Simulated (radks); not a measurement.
The numbers below are computed, except where a source is named.
Orbital eigenvalues (eV) of the carbon ion C+, [He] 2s2 2p1, at several levels of relativity; Dirac values are averaged over j with weights 2j + 1. Spin-unpolarised spherical Kohn-Sham, PBE, point nucleus unless stated (finite: rms radius 2.4702 fm), a radial shooting solver on a logarithmic mesh with Libxc functionals. A level marked "c x" has the speed of light scaled by that factor and shares open shells by 2j + 1; other Dirac levels either fill j = l - 1/2 first or share by 2j + 1.

| shell | non-rel. | Dirac, 2j+1 shares | Dirac, 2j+1 shares, finite nucleus | Dirac, c x 1.5 | change of magnitude, last against first (%) |
|---|---|---|---|---|---|
| 1s | -288.27 | -288.39 | -288.39 | -288.32 | +0.02 |
| 2s | -25.745 | -25.758 | -25.758 | -25.751 | +0.02 |
| 2p | -17.008 | -17.004 | -17.004 | -17.007 | -0.01 |
